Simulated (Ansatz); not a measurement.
Several settings on one geometry of the cluster BeF₂⁻ (that of the charge -1 doublet, PBE-D4/def2-TZVPD). Ansatz on 4 threads of Arm Neoverse V1 on a shared host; times are rough.

```xyz
3

Be   -0.253   -0.325   -0.038
F    -0.472    0.745   -0.997
F     0.725   -0.420    1.034
```

Totals from different functionals, basis sets or treatments of relativity can't be compared as stabilities.

The 6-31G sets use Cartesian d functions.

The spins typed aren't always the lowest for that charge.

Task: Give the basis size and estimate the energy, ⟨S²⟩ and time of these runs.

```tsv
run	method	charge	state	further keys
1	ROKS ωB97X/6-31G*	-1	doublet	fitting: {mean_field: def2-universal-jkfit}; scf: {omitted_lower_state_checks: [starts]}
2	UKS ωB97X-V/6-31G*	-1	doublet	scf: {omitted_lower_state_checks: [starts]}; forces asked
3	UKS PBE0/def2-TZVPD	-1	quartet	–
```

Result: 
| run | functions | energy (Eh) | ⟨S²⟩ | wall time |
| --- | --- | --- | --- | --- |
| 1 | 45 | -214.4930 | – | 0.8 s |
| 2 | 45 | -214.4642 | 0.75 | 1.1 s |
| 3 | 102 | -214.1607 | 3.76 | 4 s |

The highest occupied level of an anion often lies above zero with these methods, and sets without diffuse functions describe the outer electron poorly.
